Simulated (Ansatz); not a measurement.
The cluster Mg₄⁺. Total charge 1; doublet. Geometry r2SCAN/def2-TZVP, that of the neutral singlet; atoms count from 1.

```csv
atom,x (Å),y (Å),z (Å)
Mg1,1.670,-0.772,0.243
Mg2,-1.002,-1.045,-1.162
Mg3,0.203,1.700,-0.716
Mg4,-0.871,0.117,1.635
```

The structure comes from a short search, and lower isomers may exist.

(1) Estimate the Mulliken populations from the PBE0/def2-TZVP orbitals of Ansatz.

(2) Where does the spin sit?

(3) And the Mayer bond orders between bonded heavy atoms (over 0.3)?

## Answers

(1) 
| atom | charge (e) | spin (α − β) |
| --- | --- | --- |
| Mg1 | 0.25 | 0.25 |
| Mg2 | 0.25 | 0.25 |
| Mg3 | 0.25 | 0.25 |
| Mg4 | 0.25 | 0.25 |
Mulliken values and Mayer orders depend strongly on the basis.

(2) Summed by element: Mg 1.00, of 1 unpaired in all. Largest on single atoms: Mg4 0.25, Mg3 0.25, Mg1 0.25.

(3) Mg1–Mg2 0.61 (3.03 Å); Mg1–Mg3 0.51 (3.03 Å); Mg1–Mg4 0.62 (3.03 Å); Mg2–Mg3 0.62 (3.03 Å); Mg2–Mg4 0.51 (3.03 Å); Mg3–Mg4 0.62 (3.03 Å).
